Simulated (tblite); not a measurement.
Compound: C4H11PSi.
Z-matrix (Å and degrees, GFN2-xTB geometry), rows numbered from 1:
```
C 
C   1  1.5238
C   2  1.5086  1  111.61
C   3  1.4962  2  121.25  1   159.06
P   4  1.8520  3   66.41  2  -115.99
Si  5  2.2436  3  103.94  4   -92.33
H   1  1.0874  2  110.72  3  -178.80
H   1  1.0878  2  110.41  3    60.97
H   1  1.0883  2  110.10  3   -58.44
H   2  1.0927  1  109.70  3   122.18
H   2  1.0955  1  109.39  3  -119.86
H   3  1.0888  2  112.41  1   -60.03
H   4  1.0830  3  117.79  5  -108.14
H   4  1.0823  3  117.77  5   110.10
H   6  1.4687  5  113.27  3    61.23
H   6  1.4649  5  112.49  3   -61.61
H   6  1.4617  5  104.50  3   179.85
```

All values are computed: GFN2-xTB (tblite) harmonic vibrations without scaling, gas phase. The method is semi-empirical: single wavenumbers can be off by several per cent or more. Modes of hydrogen on silicon can be 10 to 20 % off. One conformer, not necessarily the lowest.

Harmonic wavenumbers (cm⁻¹): 94.8, 109.9, 142.9, 164.1, 204.5, 247.5, 358.2, 427.4, 453.0, 487.9, 529.8, 640.4, 685.8, 761.8, 785.2, 797.7, 827.0, 838.9, 873.5, 952.5, 996.5, 1021.0, 1066.7, 1098.2, 1146.7, 1195.4, 1241.8, 1295.4, 1355.4, 1412.3, 1422.6, 1478.1, 1496.0, 1503.4, 2204.0, 2239.6, 2272.7, 2931.5, 2967.4, 2977.8, 3026.6, 3034.3, 3035.0, 3038.6, 3046.3.

A = 2783, B = 1786, C = 1341 MHz; mass 118.037 u (most abundant isotopes); point group C1, symmetry number 1.

Problem. What is the zero-point energy?

Solution. ½Σν̃ = 29443 cm⁻¹ = 352.22 kJ/mol.

Problem. Give the ideal-gas entropy at 273.15 K and 1 bar in the rigid-rotor, harmonic-oscillator model (classical rotation).

Solution. Translation 166.54, rotation 117.18, vibration 85.07: S = 368.8 J/(mol K).

Problem. And Cp and H(273.15 K) − H(0)?

Solution. Cp = 135.42 J/(mol K), of which vibrations give 102.16 (their classical limit is 45 R = 374.2); H(273.15 K) − H(0) = 22.40 kJ/mol without the zero-point energy, 13.32 from vibrations.

Problem. What must be added to the electronic energy to get the Gibbs energy at 273.15 K and 1 bar?

Solution. ZPE + [H(273.15 K) − H(0)] − T·S = 352.22 + 22.40 − 100.74 = 273.88 kJ/mol.

Problem. How do the functions run with temperature in this model?

Solution. 
```json
{"T (K)": "50", "S (J/(mol K))": "232.3", "Cp (J/(mol K))": "47.0", "H − H(0) (kJ/mol)": "1.86", "G − H(0) (kJ/mol)": "-9.76", "ln q(vib)": "0.14"}
{"T (K)": "100", "S (J/(mol K))": "272.0", "Cp (J/(mol K))": "69.1", "H − H(0) (kJ/mol)": "4.79", "G − H(0) (kJ/mol)": "-22.42", "ln q(vib)": "0.86"}
{"T (K)": "298.15", "S (J/(mol K))": "381.1", "Cp (J/(mol K))": "145.3", "H − H(0) (kJ/mol)": "25.91", "G − H(0) (kJ/mol)": "-87.71", "ln q(vib)": "4.91"}
{"T (K)": "373.15", "S (J/(mol K))": "416.7", "Cp (J/(mol K))": "173.3", "H − H(0) (kJ/mol)": "37.87", "G − H(0) (kJ/mol)": "-117.64", "ln q(vib)": "6.54"}
{"T (K)": "500", "S (J/(mol K))": "473.3", "Cp (J/(mol K))": "213.5", "H − H(0) (kJ/mol)": "62.50", "G − H(0) (kJ/mol)": "-174.14", "ln q(vib)": "9.35"}
{"T (K)": "750", "S (J/(mol K))": "571.3", "Cp (J/(mol K))": "269.7", "H − H(0) (kJ/mol)": "123.42", "G − H(0) (kJ/mol)": "-305.06", "ln q(vib)": "14.76"}
{"T (K)": "1000", "S (J/(mol K))": "654.4", "Cp (J/(mol K))": "307.0", "H − H(0) (kJ/mol)": "195.81", "G − H(0) (kJ/mol)": "-458.54", "ln q(vib)": "19.84"}
```

q(vib) and H(0) count from the zero-point level.

Problem. Which modes carry the vibrational entropy at 273.15 K?

Solution. 94.8 cm⁻¹: 14.17; 109.9 cm⁻¹: 12.97; 142.9 cm⁻¹: 10.87; 164.1 cm⁻¹: 9.78; 204.5 cm⁻¹: 8.09; 247.5 cm⁻¹: 6.67 J/(mol K); the other 39 give 22.51 together.

Problem. Blend soft modes into free rotors: weight 1/[1 + (100 cm⁻¹/ν̃)⁴] for the oscillator and the rest for a rotor with moment μB/(μ + B), μ = h/(8π²ν), B = 10⁻⁴⁴ kg m². What vibrational entropy results?

Solution. 82.95 J/(mol K) in place of 85.07, which changes −T·S at 273.15 K by +0.58 kJ/mol.

Hindered rotation and anharmonicity are outside this model. Other conformers, if any are populated, would add a mixing term that is left out. The structure is chiral; the term R ln 2 for an equal mix with its mirror image is left out.
